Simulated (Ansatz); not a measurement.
A nudged elastic band was laid between two geometries of CH2AsN (5 atoms, charge 0, multiplicity 1).

Theory: Ansatz 0.2.0, UKS B3LYP-D4/def2-SVP.

```json
{
 "movable images": "5",
 "climbing image": "yes",
 "spring": "5.0 eV/Å²",
 "optimiser": "quadratic models (default)",
 "start path": "through a guess of the saddle point",
 "force threshold": "0.05 eV/Å",
 "iteration limit": "60",
 "end points": "relaxed"
}
```

Image 0:

```xyz
5
Properties=species:S:1:pos:R:3
C -0.031 -0.713 0.265
N -1.115 -0.127 0.387
As 0.008 0.616 -1.161
H 0.472 -1.543 0.782
H 0.716 1.694 -0.314
```

Image 6:

```xyz
5
Properties=species:S:1:pos:R:3
C 0.441 -1.056 -0.576
N -0.229 -0.602 0.390
As -0.466 0.879 -0.850
H -0.464 -0.935 1.329
H 0.768 1.641 -0.333
```

Question: Which bonds break or form, and what moves?

Answer: Bonds broken: C1–H4. Bonds formed: N2–H4.

Question: What energy profile does the band end with?

Answer: It converged. The highest image is number 3 of 0 to 6, 2.80 eV above the first end and 1.79 eV above the last; the last end lies 1.01 eV above the first. Neighbouring images differ by up to 1.3 eV, so the band resolves the path poorly. A vibrational analysis at the climbing image gives one clearly imaginary mode, 1473i cm⁻¹: a first-order saddle point. The orbitals stay closed-shell, which can raise the energy where a bond breaks towards radicals; this wasn't checked here.

| image | path coordinate (Å) | energy (eV) | C1–H4 (Å) | N2–H4 (Å) |
| --- | --- | --- | --- | --- |
| 0 | 0.00 | 0.00 | 1.10 | 2.16 |
| 1 | 0.40 | 0.38 | 1.09 | 2.00 |
| 2 | 0.80 | 1.69 | 1.12 | 1.65 |
| 3 | 1.19 | 2.80 | 1.28 | 1.25 |
| 4 | 1.58 | 2.08 | 1.64 | 1.05 |
| 5 | 1.96 | 1.28 | 1.96 | 1.02 |
| 6 | 2.34 | 1.01 | 2.11 | 1.02 |

Question: What is the geometry of the highest image?

Answer: 
```xyz
5
Properties=species:S:1:pos:R:3
C 0.233 -1.044 -0.187
N -0.818 -0.532 0.328
As -0.154 0.783 -1.123
H 0.111 -0.898 1.076
H 0.678 1.617 -0.136
```

Time of the run: 66 s on 2 threads of Arm Neoverse V2 (shared host), peak memory 0.18 GiB.
